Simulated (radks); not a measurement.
Species: Ar III. Configuration: [Ne] 3s2 3p4.

All-electron calculation, Dirac Kohn-Sham, exchange-only PBE, spin-unpolarised, spherical densities, finite nucleus; open shells fill j = l - 1/2 first; Fermi nuclear charge, rms radius 3.4274 fm. Program: a radial shooting solver on a logarithmic mesh with Libxc functionals.

Energy parts (hartree):
| part | energy |
|---|---|
| total | -526.96913 |
| kinetic | 530.78578 |
| electron-nucleus | -1242.78752 |
| Hartree | 214.33826 |
| exchange | -29.30565 |

Orbitals (lengths in bohr, moments of r in powers of bohr):
| orbital | occ. | eigenvalue (hartree) | <r> | small-component weight |
|---|---|---|---|---|
| 1s1/2 | 2 | -115.7742 | 0.08572 | 4.12e-03 |
| 2s1/2 | 2 | -11.96423 | 0.4138 | 6.62e-04 |
| 2p1/2 | 2 | -9.56103 | 0.3747 | 6.41e-04 |
| 2p3/2 | 4 | -9.47864 | 0.3771 | 6.36e-04 |
| 3s1/2 | 2 | -1.81287 | 1.332 | 1.23e-04 |
| 3p1/2 | 2 | -1.26478 | 1.471 | 1.01e-04 |
| 3p3/2 | 2 | -1.25660 | 1.478 | 1.00e-04 |
| 3d3/2 | 0 | -0.51054 | 2.085 | 4.86e-05 |
| 3d5/2 | 0 | -0.51014 | 2.087 | 4.85e-05 |
| 4s1/2 | 0 | -0.48110 | 3.559 | 2.57e-05 |

The highest occupied level is 3p3/2 at -34.194 eV. The electron density at the nucleus is 4343 e/bohr^3. For comparison, the ionisation energy in NIST's Atomic Spectra Database is 40.74 eV (semi-empirical). In exact Kohn-Sham theory the highest level is minus the ionisation energy, but local and semilocal functionals leave it too shallow, through self-interaction and a potential that decays too fast; potentials with the right tail come closer.

Beside tabulated values, note that spin-unpolarised runs miss the spin-polarisation part of the exchange energy of open shells.
